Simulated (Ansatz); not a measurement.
Wavefunction ladder for CH4N2OSi, SMILES `OC1=N[SiH2]N1`

```xyz
9

O     1.695    0.716   -0.988
C     0.601    0.398   -0.307
N    -0.374    1.190    0.016
Si   -1.141   -0.251    0.644
N     0.433   -0.894    0.147
H     1.611    1.654   -1.210
H    -2.290   -0.787   -0.124
H    -1.413   -0.335    2.098
H     0.880   -1.690   -0.275
```

Charge 0, multiplicity 1. All single points use the PBE0-D4/def2-TZVP geometry. It is one conformer, not always the lowest. Frozen core, restricted reference, Ansatz 0.2.0. CBS rows extrapolate triple and quadruple zeta; past MP2 they add the triple-zeta difference.

```json
{"basis": "def2-SVP", "HF (Eh)": "-512.63541", "MP2 corr.": "-0.72581", "CCSD corr.": "?", "(T)": "?", "CCSD(T) total": "?"}
{"basis": "def2-TZVPP", "HF (Eh)": "-513.01478", "MP2 corr.": "?", "CCSD corr.": "-0.92602", "(T)": "-0.04135", "CCSD(T) total": "?"}
{"basis": "def2-QZVPP", "HF (Eh)": "-513.03454", "MP2 corr.": "?", "CCSD corr.": "–", "(T)": "–", "CCSD(T) total": "–"}
{"basis": "CBS(def2)", "HF (Eh)": "-513.03727", "MP2 corr.": "-1.02402", "CCSD corr.": "-1.04306", "(T)": "as TZ", "CCSD(T) total": "-514.12168"}
```

**Question.** Fill in the withheld values. (Best estimate.)

**Answer.** The calculation gave: def2-SVP CCSD corr.: -0.75539; def2-SVP (T): -0.02510; def2-SVP CCSD(T) total: -513.41590; def2-TZVPP MP2 corr.: -0.90698; def2-TZVPP CCSD(T) total: -513.98215; def2-QZVPP MP2 corr.: -0.97421.
